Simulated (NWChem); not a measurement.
Species: iodine (I2); SMILES II

All runs: NWChem. Structure relaxed at the PBE-D3(BJ)/def2-SVP level. def2 effective core potentials on I; no spin-orbit coupling. Level B3LYP/def2-SVP: single points from the atomic guess with DIIS by default; each run changes one setting, and all converged runs end within 0.3 mHa of each other. cgmin counts macro-iterations, each dearer than a DIIS step.

**Question.** Which setting needs the most SCF iterations, or fails (no DIIS, 40 % damping; level shift of 0.5 Ha throughout; DIIS on 3 Fock matrices; quadratically convergent solver (cgmin); defaults; occupation smearing of 0.005 Ha)?

**Answer.** no DIIS, 40 % damping, with 13 against 6 for the defaults.
| setting | SCF iterations |
|---|---|
| defaults | 6 |
| no DIIS, 40 % damping | 13 |
| occupation smearing of 0.005 Ha | 6 |
| level shift of 0.5 Ha throughout | 8 |
| DIIS on 3 Fock matrices | 6 |
| quadratically convergent solver (cgmin) | 4 |
